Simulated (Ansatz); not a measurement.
CH4N (SMILES C[NH]), charge 0, multiplicity 2, relaxed at each level with Ansatz (an electronic-structure program); harmonic frequencies from differences of analytic forces, average atomic masses, frozen cores. Open shells are unrestricted.

| level | C1–N2 (Å) | C1–H3 (Å) | C1–H4 (Å) | C1–H5 (Å) | N2–H6 (Å) | N2–C1–H3 (°) | N2–C1–H4 (°) | N2–C1–H5 (°) | dipole (D) |
|---|---|---|---|---|---|---|---|---|---|
| HF/def2-TZVPP | 1.4414 | 1.0878 | 1.0809 | 1.0878 | 1.0072 | 110.9 | 110.2 | 110.9 | 1.95 |
| PBE/def2-TZVPP | 1.4355 | 1.1101 | 1.0984 | 1.1101 | 1.0345 | 111.9 | 110.9 | 111.9 | 1.98 |
| r2SCAN/def2-TZVPP | 1.4350 | 1.1008 | 1.0907 | 1.1008 | 1.0257 | 111.5 | 110.8 | 111.5 | 1.97 |
| B3LYP/def2-TZVPP | 1.4369 | 1.0999 | 1.0896 | 1.0999 | 1.0248 | 111.5 | 110.7 | 111.5 | 1.98 |
| PBE0/def2-TZVPP | 1.4295 | 1.1003 | 1.0907 | 1.1003 | 1.0235 | 111.5 | 110.8 | 111.5 | 1.97 |
| wB97X-V/def2-TZVPP | 1.4379 | 1.1006 | 1.0913 | 1.1006 | 1.0245 | 111.2 | 110.6 | 111.2 | 2.00 |
| MP2/cc-pVTZ | 1.4422 | 1.0944 | 1.0859 | 1.0944 | 1.0209 | 111.2 | 110.4 | 111.2 | 1.91 |
| CCSD(T)/cc-pVDZ | 1.4575 | 1.1128 | 1.1047 | 1.1128 | 1.0396 | 111.5 | 110.3 | 111.5 | 1.82 |
